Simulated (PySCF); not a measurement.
Assignment exercise: C3H11NP2Si

Numbering as in the mapped SMILES `[CH3:1][N:2]([CH3:3])/[C:4]([SiH3:5])=[P:6]/[PH2:7]`; H(Xn) means a hydrogen on atom n.

Single conformer, no relativistic terms, rapidly exchanging positions averaged, no solvent. GIAO PBE0/pcSseg-1 shieldings; GFN2-xTB structure; PySCF.

Chemical shifts δ = σref − σ; TMS for ¹³C, ¹H, all at this level.

Question: Assign these signals to the numbered atoms. ¹³C{¹H} NMR (computed): δ 212.5 (C), 47.6 (CH3).

Answer: 
```tsv
δ (ppm)	atoms	environment	reason
212.5	C4	carbon double-bonded to a heavier main-group atom	–
47.6	C1/C3	methyl carbon bonded to N	pulled downfield by the heteroatom
```

Question: Assign these signals to the numbered atoms. ¹H NMR (300 MHz, computed): δ 4.76 (m, 3H), 3.29 (s, 6H), 3.00 (m, 2H).

Answer: 
4.76 → H(Si5), hydrogen on a silicon bonded to C
3.29 → H(C1)/H(C3), hydrogen on a methyl carbon bonded to N: its carbon carries N, an electronegative neighbour
3.00 → H(P7), hydrogen on a phosphorus bonded to P

Splittings by ³¹P in the carbon and heteronuclear signals aren't shown, as no couplings were computed. Shifts are as computed. Against solution values, carbons near 30 ppm lie about +3 ppm off and those near 130 ppm about +5 ppm. Of 1211 compounds with measured shifts, 218 miss one by over three times the rms of a fit or turn the order of signals round; such compounds aren't used in these exercises. No couplings were computed; multiplicities are counted from neighbouring protons, with m where these are inequivalent, close in shift, in a saturated or five-membered ring or joined by F or P, and br s for small geminal =CH2 splittings.
